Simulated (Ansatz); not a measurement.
Gas-phase electronic energies from Ansatz, PBE0-D4/def2-TZVP geometries. CCSD(T)/CBS is the MP2 limit (def2-TZVPP, def2-QZVPP) plus CCSD(T) − MP2 in def2-TZVPP, frozen cores. This one scheme is used for every species, atoms too. For atomizations the MP2-based limit and the directly extrapolated one differ by several kJ/mol either way, and by 10 to 25 for some Ge, Se and Sn compounds, so smaller differences from it don't rank the levels. DFT in def2-TZVPP. Open shells (•) are unrestricted, without spin–orbit coupling. Spin–orbit coupling would lower the free atoms: a little for C, Si.

Reaction (atomization): `[SiH3]C1C[SiH2]C1` → 3 C• + 10 H• + 2 Si•

`[SiH3]C1C[SiH2]C1`:

```xyz
15

Si   -1.518   -0.307    1.163
C     0.265    0.075    0.718
C     0.906   -1.045   -0.167
Si    0.684    0.112   -1.638
C     0.385    1.320   -0.223
H    -1.598   -1.547    1.983
H    -2.121    0.822    1.923
H    -2.312   -0.514   -0.081
H     0.805    0.217    1.661
H     1.959   -1.201    0.082
H     0.412   -2.018   -0.155
H     1.842    0.346   -2.547
H    -0.511   -0.171   -2.479
H     1.272    1.915    0.008
H    -0.473    1.994   -0.249
```

```json
{"species": "`[SiH3]C1C[SiH2]C1`", "CAM-B3LYP energy (Eh)": "-699.29073"}
{"species": "C•", "CAM-B3LYP energy (Eh)": "-37.83702"}
{"species": "H•", "CAM-B3LYP energy (Eh)": "-0.49881"}
{"species": "Si•", "CAM-B3LYP energy (Eh)": "-289.37690"}
```

(1) Work out ΔE.

Largest T1 diagnostic among the species: 0.012.

## Answers

(1) ΔE = 10 × (-0.49881) + 3 × (-37.83702) + 2 × (-289.37690) − (-699.29073) = 2.03777 Eh = +1278.7 kcal/mol. CCSD(T)/CBS gives +1282.7 kcal/mol.

The D4 term adds +14.4 kcal/mol with B3LYP and +7.6 kcal/mol with PBE0; it sums over pairs of atoms, weighted by their polarisabilities, and B3LYP, whose exchange is more repulsive, gets the larger term. At CCSD(T), def2-SVP lies −64.1 kcal/mol from the extrapolated value and def2-TZVPP −29.2 kcal/mol: correlation converges slowly with the basis, and small sets miss more of it in the bonded molecule than in its fragments. Leaving LDA and LC-ωPBE aside and taking each functional with its dispersion term where it has one, the values, not all of them listed here, spread over 30.2 kcal/mol, from BHLYP-D4 to PBE-D4. LDA lies +155.4 kcal/mol from PBE without D4, its usual overbinding.

B3LYP here is the variant with VWN-RPA as its local correlation; programs differ in this.
